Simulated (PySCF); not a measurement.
Peak assignment

Geometry (Å), atoms numbered from 1 in this order:
```xyz
14

F     3.141    1.147    0.206
B     2.452    0.043   -0.026
F     3.151   -1.055   -0.255
C     0.907    0.036   -0.036
C     0.184    1.206    0.241
C    -1.208    1.200    0.230
C    -1.894    0.020   -0.062
C    -1.190   -1.152   -0.341
C     0.202   -1.143   -0.327
H     0.724    2.129    0.468
H    -1.762    2.115    0.449
H    -2.987    0.014   -0.072
H    -1.730   -2.073   -0.571
H     0.756   -2.059   -0.544
```

PySCF 2.14 calculation with structure optimised with PBE0-D3(BJ)/def2-SVP, shielding tensors at B97-2/pcSseg-1 (GIAO) and J: B3LYP/pcJ-1 (spin–dipole term only in couplings to heteroatoms); one conformer, isolated molecule, non-relativistic Hamiltonian, averaged over atoms made equivalent by symmetry, fast rotation or ring inversion.

Chemical shifts δ = σref − σ; ¹³C (σ = 183.69 ppm) and ¹H (σ = 31.38 ppm) vs TMS, all at this level.

**Question.** Assign these signals to the numbered atoms. ¹³C{¹H} NMR (computed): δ 140.0 (t, J = 5.8 Hz), 137.0, 130.5, 124.7 (t, J = 36.7 Hz).

**Answer.** 
| δ (ppm) | atoms | environment | reason |
| --- | --- | --- | --- |
| 140.0 | C5/C9 | aromatic CH | – |
| 137.0 | C7 | aromatic CH | the aromatic region |
| 130.5 | C6/C8 | aromatic CH | – |
| 124.7 | C4 | substituted aromatic carbon | – |

**Question.** Assign these signals to the numbered atoms. ¹H NMR (600 MHz, computed): δ 8.05 (dd, J = 8.4, 1.1 Hz, 2H), 7.62 (tt, J = 8.3, 1.1 Hz, 1H), 7.50 (t, J = 8.4 Hz, 2H).

**Answer.** 
| δ (ppm) | atoms | environment | reason |
| --- | --- | --- | --- |
| 8.05 | H10/H14 | hydrogen on an aromatic CH | it sits in the deshielding region of the aromatic ring current |
| 7.62 | H12 | hydrogen on an aromatic CH | – |
| 7.50 | H11/H13 | hydrogen on an aromatic CH | – |

A carbon bonded to boron is broadened by the quadrupolar boron nucleus and is often missing from a measured spectrum. C–F couplings over four or more bonds (about 3 Hz to the para carbon of a fluoroarene) are left out. Multiplet labels drop couplings under 1 Hz and merge nearly equal ones. Couplings among chemically equivalent protons are left out too, so labels in AA′BB′ or AA′XX′ sets are apparent multiplicities. Unscaled 3J(H,H) at this level run about 10 % above measured values. Shifts are as computed. Against solution values, carbons near 30 ppm lie about +1 ppm off and those near 130 ppm about +2 ppm. Of 1211 compounds with measured shifts, 218 miss one by over three times the rms of a fit or turn the order of signals round; such compounds aren't used in these exercises.
